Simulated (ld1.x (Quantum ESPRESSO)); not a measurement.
**I, PAW: configuration errors across variants**

```
Element                 : iodine (I)
Generator               : ld1.x (Quantum ESPRESSO) 7.5
Type                    : PAW
Functional              : PBEsol
Relativity              : fully relativistic
Frozen core             : [Kr] 4d10
Valence charge          : 7
Reference configuration : 5s2 5p5
Partial waves           : 5s (bound): rcut 1.45, rcutus 1.65 bohr; 5s channel at 2.55 Ry: rcut 1.45, rcutus 1.65 bohr; 5p (bound): rcut 1.70, rcutus 2.25 bohr; 5p channel at 0.05 Ry: rcut 1.70, rcutus 2.25 bohr; 5d channel at 0.1 Ry: rcut 1.35, rcutus 1.70 bohr; 5d channel at 1.75 Ry: rcut 1.35, rcutus 1.70 bohr
Local potential         : all-electron potential smoothed inside 1.25 bohr (lloc = -2)
Core correction         : Bessel-smoothed model core inside 1.60 bohr
Augmentation charge     : PSQ, inside the norm-conserving radii
```

Open shells are filled in proportion to 2j + 1 (rel_dist='average').

All-electron excitation energies from the reference (eV): (1) 5s2 5p4 11.177; (2) 5s2 5p3 31.090; (3) 5s2 5p2 60.510; (4) 5s1 5p5 22.140; (5) 5s2 5p5.3 -1.794; (6) 5s2 5p4.5 4.553; (7) 5s1 5p6 10.400.

2 further variants failed, have other tests or too few solved ones, and are left out.

Errors AE − PS in meV (a dash: test not solved or not reliable):

```tsv
change	(1)	(2)	(3)	(4)	(5)	(6)	(7)	bound ghosts
base	-3.6	-26	-95	-18	-0.1	-0.6	-5.4	not determined
waves 5p (bound): rcut 1.70, rcutus 2.14 bohr; 5p channel at 0.05 Ry: rcut 1.70, rcutus 2.14 bohr	-3.6	-26	-96	-19	-0.1	-0.6	-5.9	not determined
waves 5p (bound): rcut 1.70, rcutus 2.70 bohr; 5p channel at 0.05 Ry: rcut 1.70, rcutus 2.70 bohr	-3.4	-24	-88	-13	-0.1	-0.6	-2.7	not determined
waves 5p (bound): rcut 1.70, rcutus 3.00 bohr; 5p channel at 0.05 Ry: rcut 1.70, rcutus 3.00 bohr	-2.6	-18	-70	-7.4	-0.1	-0.5	-1.4	not determined
waves 5p (bound): rcut 1.70, rcutus 3.32 bohr; 5p channel at 0.05 Ry: rcut 1.70, rcutus 3.32 bohr	-1.1	-15	-69	+3.0	0.0	-0.1	–	not determined
```

**Question.** Give the same row for: waves 5p (bound): rcut 1.70, rcutus 2.44 bohr; 5p channel at 0.05 Ry: rcut 1.70, rcutus 2.44 bohr.

**Answer.** -3.6, -25, -93, -16, -0.1, -0.6, -4.3; bound ghosts: not determined.
